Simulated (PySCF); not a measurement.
**Radial density of Al³⁺ (aluminium, charge +3)**

BLYP, [Ne], closed-shell 1S. All numbers are calculated (PySCF 2.14, scalar relativity by spin-free X2C-1e, in x2c-TZVPPall).

```json
{"r (bohr)": "0.00227", "4πr²ρ (e/bohr)": "0.09483"}
{"r (bohr)": "0.00382", "4πr²ρ (e/bohr)": "0.2546"}
{"r (bohr)": "0.00643", "4πr²ρ (e/bohr)": "0.6540"}
{"r (bohr)": "0.0108", "4πr²ρ (e/bohr)": "1.621"}
{"r (bohr)": "0.0182", "4πr²ρ (e/bohr)": "3.728"}
{"r (bohr)": "0.0306", "4πr²ρ (e/bohr)": "7.574"}
{"r (bohr)": "0.0515", "4πr²ρ (e/bohr)": "12.43"}
{"r (bohr)": "0.0866", "4πr²ρ (e/bohr)": "14.49"}
{"r (bohr)": "0.146", "4πr²ρ (e/bohr)": "10.77"}
{"r (bohr)": "0.245", "4πr²ρ (e/bohr)": "8.823"}
{"r (bohr)": "0.412", "4πr²ρ (e/bohr)": "12.48"}
{"r (bohr)": "0.693", "4πr²ρ (e/bohr)": "8.722"}
{"r (bohr)": "1.17", "4πr²ρ (e/bohr)": "1.723"}
{"r (bohr)": "1.96", "4πr²ρ (e/bohr)": "0.05609"}
{"r (bohr)": "3.30", "4πr²ρ (e/bohr)": "0.0001380"}
```

Densities and radii are taken from the X2C orbitals without a picture-change correction, which distorts them close to the nucleus.
